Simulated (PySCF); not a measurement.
Gas-phase reaction: 2 GaH(CH3)2 + 4 C3H4 (propyne) ⇌ Ga2H6 + 4 C4H6 (butadiene)

Energies from PySCF, thermal terms from the rigid-rotor harmonic-oscillator model, ideal gas at 1 bar. † marks an energy on the PBE0/def2-TZVP geometry and frequencies; other levels use their own. MP2 and CCSD(T) freeze the core. 6-31G* has spherical d functions here. All species are closed-shell singlets. B3LYP is the form with VWN-RPA correlation. Ga: all electrons, no relativistic terms. Methyl groups turn as free rotors in GaH(CH3)2. GaH(CH3)2, Ga2H6: computed as isolated molecules; such fragments, hydroxides, amides, oligomers or adducts are transient or little studied in the gas. MP2 isn't extrapolated to the basis-set limit; its ΔH°(298 K) is -167.6 kJ in def2-SVP and -136.6 kJ in def2-TZVPP. CCSD(T) isn't extrapolated to the basis-set limit; its ΔH°(298 K) is -242.3 kJ in def2-SVP and -198.6 kJ in def2-TZVPP. The harmonic model lacks anharmonicity and excited electronic states, which grow with temperature; levels with a mode under 35 cm⁻¹ are left out. Internal rotation in C4H6 (butadiene) is treated as a harmonic vibration of one conformer, which makes the entropy rough.

```tsv
level	ΔE electronic, kJ	ΔH°(298 K), kJ	ΔS°(298 K), J/K	ΔG°(2000 K), kJ
B3LYP/6-31G*	-235	-233	-226	194
CCSD(T)/def2-SVP†	-249	-242	-223	182
CCSD(T)/def2-TZVPP†	-205	-199	-223	226
HF/6-31G*	-186	-182	-216	226
M06-2X/def2-TZVP†	-169	-163	-223	261
MP2/def2-TZVPP†	-143	-137	-223	288
PBE/def2-SVP	-283	-277	-226	151
PBE0/def2-QZVP†	-228	-221	-223	203
PBE0/def2-SVP†	-266	-260	-223	165
ωB97M-V/def2-TZVP†	-196	-189	-223	235
ωB97X-V/def2-TZVP†	-203	-196	-223	228
```
ΔH° is lowest at PBE/def2-SVP and highest at MP2/def2-TZVPP†. No reference value is set beside these.
